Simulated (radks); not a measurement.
The numbers below are computed, except where a source is named.
The tin ion Sn4+, [Kr] 4d10. Level of theory: non-relativistic Kohn-Sham, exchange-only LDA, spin-polarised, spherical densities, point nucleus (a radial shooting solver on a logarithmic mesh with Libxc functionals). Every spin shell is full or empty, so the densities are truly spherical. Functionals are evaluated on that one density, not self-consistently. Rank these orbital-free kinetic functionals by their error against the exact value of the orbitals, and give that value: Thomas-Fermi, von Weizsacker, TF + vW/9, TF + vW/5, LC94, APBEK, Perdew 92, Thakkar, LKT, PG1, DePristo-Kress.

Answer. Exact: 6011.99 hartree. From best to worst, with 100 (|E| - |E exact|)/|E exact| (equal figures are ties): LC94 +0.07, DePristo-Kress -0.10, APBEK +0.12, Thakkar -0.57, Perdew 92 -0.67, TF + vW/9 -0.68, TF + vW/5 +3.02, Thomas-Fermi -5.29, PG1 +15.08, LKT +19.19, von Weizsacker -58.45.
